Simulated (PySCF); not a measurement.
Ge2H5N2 (calculated)

All values are calculated (PySCF 2.14.0). Calculation on a computer-drawn molecule: optimised geometry and harmonic frequencies of an isolated molecule of the commonest isotopes, restricted reference for singlets and unrestricted otherwise, frozen core in MP2; on germanium a core potential holds 10 electrons, which the energies leave out, and 3d is frozen in MP2 and coupled-cluster steps.

```yaml
- formula: Ge2H5N2
  start_structure:
    atoms_angstrom:
      - ["N", 1.4131, 0.2852, 0.8434]
      - [Ge, 0.6911, -0.8518, 1.6909]
      - ["N", -1.1475, -1.0136, 1.5018]
      - [Ge, -2.261, 0.0738, 0.5076]
      - [H, 2.4079, 0.4329, 0.8404]
      - [H, 0.9857, -1.8991, 2.7928]
      - [H, -1.5291, -1.5514, 2.2379]
      - [H, -3.3322, -1.0224, 0.2406]
      - [H, -1.4129, 0.0882, -0.8322]
  given:
    charge: 0
    multiplicity: 2
    method: HF
    basis: cc-pVDZ
    basis_and_core_potential_on_germanium: "cc-pVDZ-PP ECP10MDF"
    drawn_bonds_atom: [1, 2, 3, 1, 2, 3, 4, 4]
    drawn_bonds_other_atom: [2, 3, 4, 5, 6, 7, 8, 9]
    drawn_bonds_order: [2, 1, 1, 1, 1, 1, 1, 1]
  results:
    optimised_atom_element: ["N", Ge, "N", Ge, H, H, H, H, H]
    "optimised_atom_x [angstrom]": [1.46, 0.6722, -1.095, -2.211, 2.454, 1.156, -1.559, -3.522, -1.54]
    "optimised_atom_y [angstrom]": [0.3333, -0.8311, -1.035, -0.0522, 0.3638, -1.818, -1.648, -0.8574, 0.08688]
    "optimised_atom_z [angstrom]": [0.8222, 1.744, 1.524, 0.4058, 0.9945, 2.806, 2.17, 0.3207, -0.9644]
    "modes_frequency [cm^-1]": [90.82, 119.2, 128.0, 264.8, 368.0, 501.2, 531.9, 642.8, 697.0, 754.1, 826.2, 865.7, 909.2, 937.7, 999.5, 1271, 2156, 2208, 2234, 3743, 3798]
    "modes_reduced_mass [dalton]": [2.576, 1.832, 2.915, 6.84, 1.195, 1.163, 2.33, 1.096, 1.262, 1.125, 1.247, 2.246, 1.171, 2.509, 1.728, 1.251, 1.018, 1.023, 1.021, 1.076, 1.076]
    "rotational_constants [GHz]": [8.976, 1.096, 0.981]
    "total_energy [hartree]": -698.4924
    spin_squared: 0.7548
    "convergence_status_largest_gradient_component [hartree/bohr]": 2.647e-05
```
